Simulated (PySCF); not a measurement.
## ORD: `C[C@H]1COBO[C@H]1F`, C4H8BFO2

Cartesian coordinates in Å; atom numbers follow the order of the lines, from 1:
```xyz
16

C    -1.872   -0.405   -0.210
C    -0.400   -0.087   -0.436
C    -0.005    1.277    0.139
O     1.390    1.503    0.048
B     2.244    0.472    0.017
O     1.850   -0.840    0.060
C     0.514   -1.132    0.219
F     0.231   -1.181    1.573
H    -2.128   -1.354   -0.676
H    -2.085   -0.474    0.854
H    -2.495    0.375   -0.641
H    -0.166   -0.099   -1.506
H    -0.298    1.333    1.194
H    -0.498    2.085   -0.409
H     3.385    0.686   -0.079
H     0.326   -2.148   -0.158
```

The calculation used TDDFT LC-wPBE/def2-SVPD circular dichroism and optical rotation, one conformer, gas phase in PySCF. Geometry: GFN2-xTB.

Stereocentres: C2 S, C7 S.

(1) Give the optical rotatory dispersion at 633, 589.3, 546, 436, 405, 365, 355 nm.

(2) And for the mirror image at 589.3 nm?

(3) What is the molar rotation [Φ] = [α]·M/100 of the geometry above at 589.3 nm?

## Answers

(1) [α] in deg dm⁻¹ (g/mL)⁻¹:
| λ (nm) | origin-invariant length gauge | modified velocity gauge | length gauge (centre of mass) | isotropic polarisability (au) |
| --- | --- | --- | --- | --- |
| 633 | -25.7 | -25.3 | -26.8 | 64.8 |
| 589.3 | -29.7 | -29.3 | -31.0 | 64.9 |
| 546 | -34.8 | -34.4 | -36.3 | 65.1 |
| 436 | -55.7 | -55.1 | -58.1 | 66.0 |
| 405 | -65.1 | -64.5 | -68.0 | 66.3 |
| 365 | -81.2 | -80.5 | -84.8 | 67.0 |
| 355 | -86.2 | -85.5 | -90.0 | 67.2 |

(2) +29.7 deg dm⁻¹ (g/mL)⁻¹ (origin-invariant length gauge): the same size and the opposite sign.

(3) With M = 117.91 g/mol, -35.1 deg cm² dmol⁻¹ (origin-invariant length gauge).

The first excitation lies at 8.47 eV (146 nm) with R = +12.8 × 10⁻⁴⁰ esu² cm² (velocity form).
